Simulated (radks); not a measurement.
Values are calculated unless marked as measured or tabulated.
Ionisation of neutral praseodymium, [Xe] 4f3 6s2, to [Xe] 4f3 6s1 as the strength of local exchange is varied. Level of theory: scalar-relativistic Kohn-Sham, Slater X-alpha exchange (alpha = 2/3 is LDA exchange), no correlation, spin-polarised, spherical densities, finite nucleus; open shells are filled with parallel spins first (spin-orbit coupling, left out, can overturn this in heavy ions); Fermi nuclear charge, rms radius 4.8919 fm (a radial shooting solver on a logarithmic mesh with Libxc functionals).

alpha  E(Pr) (hartree)  exchange (hartree)  IE (eV)  -e of the level emptied (eV)  <r> of it (bohr)
0.621       -9210.4958           -189.0274    4.416                    2.515 (6s)             4.720
0.667       -9224.5540           -203.3515    4.578                    2.680 (6s)             4.666
0.875       -9288.3956           -268.6337    5.401                    3.551 (6s)             4.395
0.878       -9289.3197           -269.5814    5.413                    3.564 (6s)             4.391
0.952       -9312.1416           -293.0157    5.730                    3.905 (6s)             4.300
1.036       -9338.1150           -319.7470    6.103                    4.308 (6s)             4.200

NIST Atomic Spectra Database: 5.470 eV (semi-empirical). The Delta-SCF value meets it near alpha = 0.89. Open shells are spherical and high-spin; term and fine-structure splittings are not resolved. Spin-orbit splitting is averaged out at the scalar-relativistic level.
